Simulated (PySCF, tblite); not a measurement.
## Na+, hydrogen chloride and dimethyl sulfoxide

A gas-phase complex of Na+, hydrogen chloride and dimethyl sulfoxide; charge +1, singlet. The structure comes from a short search (6 tight-binding starts) and was relaxed by PBE0-D3(BJ)/def2-SVPD; another way of binding may lie lower. No frequency run checks that it is a minimum.

```json
{"part": "1", "name": "Na+", "SMILES": "[Na+]", "atoms": "1", "charge": "+1", "multiplicity": "1"}
{"part": "2", "name": "hydrogen chloride", "SMILES": "Cl", "atoms": "2–3", "charge": "0", "multiplicity": "1"}
{"part": "3", "name": "dimethyl sulfoxide", "SMILES": "CS(C)=O", "atoms": "4–13", "charge": "0", "multiplicity": "1"}
```

```tsv
atom	part	x (Å)	y (Å)	z (Å)
Na1	1	0.507	0.331	-0.818
Cl2	2	-1.650	1.509	-2.082
H3	2	-1.383	1.566	-3.347
C4	3	2.285	-2.809	1.966
S5	3	2.619	-1.058	1.743
C6	3	2.095	-0.474	3.358
O7	3	1.523	-0.569	0.775
H8	3	2.529	-3.312	1.023
H9	3	1.226	-2.946	2.219
H10	3	2.936	-3.191	2.765
H11	3	2.749	-0.914	4.123
H12	3	2.206	0.617	3.364
H13	3	1.047	-0.760	3.523
```

```json
{"contact": "Na1···O7", "kind (by geometry)": "ion contact", "distance (Å)": "2.093", "angle (°)": "-"}
{"contact": "Na1···Cl2", "kind (by geometry)": "ion contact", "distance (Å)": "2.764", "angle (°)": "-"}
```

Interaction energies are complex less parts, with the parts frozen as they stand in it; counterpoise-corrected, in kcal/mol (PySCF).

Q: Give the interaction energy at each level run.

A: 
| level | interaction | superposition error removed |
| --- | --- | --- |
| wB97M-D3(BJ)/def2-SVPD | -51.46 | -1.67 |
| PBE0-D3(BJ)/def2-SVPD | -51.60 | -1.69 |

Q: What holds them together? Decompose the wB97M-D3(BJ)/def2-SVPD energy: frozen parts, their antisymmetrised product, then relaxation.

A: electrostatic -47.0, Pauli repulsion +13.8, orbital relaxation -18.7, dispersion correction -1.3 kcal/mol, which sum to the value before the counterpoise correction; the Pauli term holds the exchange-correlation of the frozen density too. Of the attraction, 70 % is electrostatic, 28 % is orbital relaxation, 2 % is dispersion correction.

The parts were also relaxed and run alone, at the levels used for the complex: shieldings by PBE0/pcSseg-1; core levels by delta-SCF with SCAN, pcX-2 on the ionised atom and pcseg-1 elsewhere, spin-free X2C (2p3/2 is the spin-free 2p value less a third of a first-order spin-orbit splitting).

Values alone: shielding of Na1 (ppm): 623.5; shielding of O7 (ppm): 259.6; shielding of Cl2 (ppm): 940.8; Na1 1s core level (eV): 1088.42; Cl2 2p3/2 core level (eV): 207.38; O7 1s core level (eV): 536.33.

Q: What does binding change?

A: 
```tsv
property	alone	in the complex	change
shielding of Na1 (ppm)	623.5	581.5	-42.0
shielding of O7 (ppm)	259.6	321.3	+61.7
shielding of Cl2 (ppm)	940.8	955.6	+14.8
Na1 1s core level (eV)	1088.42	1083.66	-4.76
Cl2 2p3/2 core level (eV)	207.38	211.72	+4.34
O7 1s core level (eV)	536.33	540.92	+4.59
```

The 4 runs behind this took 4.5 min in all, one thread each of Arm Neoverse V1 on a shared host, launched as `OMP_NUM_THREADS=1 python cluster_run.py task.json out`.
